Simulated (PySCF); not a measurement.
PySCF 2.14 output of an unrestricted r2SCAN calculation on a single atom or ion in cc-pVDZ-DK (4s3p1d, 18 functions), with scalar relativity by spin-free X2C-1e:

```
SCF conv_tol = 1e-09
number electrons alpha = 8  beta = 6
    J. W. Furness, A. D. Kaplan, J. Ning, J. P. Perdew, and J. Sun.,  J. Phys. Chem. Lett. 11, 8208-8215 (2020)
    J. W. Furness, A. D. Kaplan, J. Ning, J. P. Perdew, and J. Sun.,  J. Phys. Chem. Lett. 11, 9248-9248 (2020)
    J. W. Furness, A. D. Kaplan, J. Ning, J. P. Perdew, and J. Sun.,  J. Phys. Chem. Lett. 11, 8208-8215 (2020)
    J. W. Furness, A. D. Kaplan, J. Ning, J. P. Perdew, and J. Sun.,  J. Phys. Chem. Lett. 11, 9248-9248 (2020)
cycle= 1 E= -397.91928266285  delta_E= -0.00392  |g|= 0.0113  |ddm|= 0.182
cycle= 2 E= -397.919387188324  delta_E= -0.000105  |g|= 0.00203  |ddm|= 0.018
cycle= 3 E= -397.919391053941  delta_E= -3.87e-06  |g|= 0.000211  |ddm|= 0.0044
cycle= 4 E= -397.919391078088  delta_E= -2.41e-08  |g|= 9.17e-06  |ddm|= 0.000588
cycle= 5 E= -397.919391078131  delta_E= -4.34e-11  |g|= 9.47e-07  |ddm|= 6.64e-05
converged SCF energy = -397.919391078131  <S^2> = 2.0052189  2S+1 = 3.0034773
```

The run itself started from symmetry-adapted Hartree-Fock orbitals and held the occupation by maximum overlap, on a logarithmic radial grid, so the iterations belong to that start.

Q: Which element, charge and spin multiplicity is this?

A: S²⁺ (sulfur, charge +2), multiplicity 3; the state was [Ne] 3s2 3p2, high-spin 3P determinant.
